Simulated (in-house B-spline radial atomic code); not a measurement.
B97-1 excitations of Al³⁺

Method: B97-1. Computed with an all-electron radial atomic-structure program (B-spline basis): linear response of the closed shell [He] 2s2 2p6 with the functional's adiabatic kernel; scalar-relativistic (spin-free one-electron X2C), finite nucleus, no spin-orbit coupling, no double excitations, S, P, D and F terms only. Only terms of natural parity with L up to 3 were computed.

Command:
```bash
python run_td.py task.json out
```
Settings (radii: box in bohr, nucleus in fm):
```
Z                        13
electrons                10
configuration            [He] 2s2 2p6
hamiltonian              x2c
method                   b97_1
box_radius               23.08
rms_radius               3.061
intervals                74
```

Run time, properties included: 0.6 s on 1 thread of Arm Neoverse N1, on a shared host.

The lowest states, in the order of their Tamm-Dancoff energies; the method's threshold (minus the highest occupied level) is 108.11 eV. Labels give the largest channel, * marks a mixed state, and oscillator strengths are full-response dipole values. Semilocal kernels can invert the small singlet-triplet splittings of Rydberg terms. Energies in eV:

```json
{"state": "2p → 3s 3P", "full response": "72.90", "Tamm-Dancoff": "72.92", "oscillator strength": "-"}
{"state": "2p → 3s 1P", "full response": "73.66", "Tamm-Dancoff": "73.68", "oscillator strength": "0.209"}
{"state": "2p → 3p 3S", "full response": "79.55", "Tamm-Dancoff": "79.59", "oscillator strength": "-"}
{"state": "2p → 3p 3D", "full response": "80.35", "Tamm-Dancoff": "80.36", "oscillator strength": "-"}
{"state": "2p → 3p 1D", "full response": "80.90", "Tamm-Dancoff": "80.91", "oscillator strength": "-"}
{"state": "2p → 3p 1S", "full response": "84.23", "Tamm-Dancoff": "84.56", "oscillator strength": "-"}
{"state": "2p → 3d 3P", "full response": "89.61", "Tamm-Dancoff": "89.61", "oscillator strength": "-"}
{"state": "2p → 3d 3F", "full response": "89.78", "Tamm-Dancoff": "89.78", "oscillator strength": "-"}
{"state": "2p → 3d 1F", "full response": "?", "Tamm-Dancoff": "?", "oscillator strength": "-"}
{"state": "2p → 3d 1P", "full response": "90.72", "Tamm-Dancoff": "90.76", "oscillator strength": "0.596"}
{"state": "2p → 4s 3P", "full response": "93.01", "Tamm-Dancoff": "93.01", "oscillator strength": "-"}
{"state": "2p → 4s 1P", "full response": "93.20", "Tamm-Dancoff": "93.20", "oscillator strength": "0.0327"}
{"state": "2p → 4p 3S", "full response": "?", "Tamm-Dancoff": "?", "oscillator strength": "-"}
{"state": "2p → 4p 3D", "full response": "95.32", "Tamm-Dancoff": "95.33", "oscillator strength": "-"}
{"state": "2p → 4p 1D", "full response": "95.45", "Tamm-Dancoff": "95.45", "oscillator strength": "-"}
{"state": "2p → 4p 1S", "full response": "96.42", "Tamm-Dancoff": "96.52", "oscillator strength": "-"}
```

Question: Where does 2p → 4p 3S lie?

Answer: At 95.16 eV in full response, 95.17 eV in Tamm-Dancoff.

Question: Where does 2p → 3d 1F lie?

Answer: At 90.02 eV in full response, 90.02 eV in Tamm-Dancoff.

Question: How large is the singlet-triplet splitting of 2p → 3s (P terms) in Tamm-Dancoff?

Answer: 0.761 eV, from the unrounded values.

Question: What polarisabilities and dispersion coefficient does the method give?

Answer: Dipole 0.2777 bohr³, quadrupole 0.2351 bohr⁵, C6 0.2585 hartree·bohr⁶ for two such species.
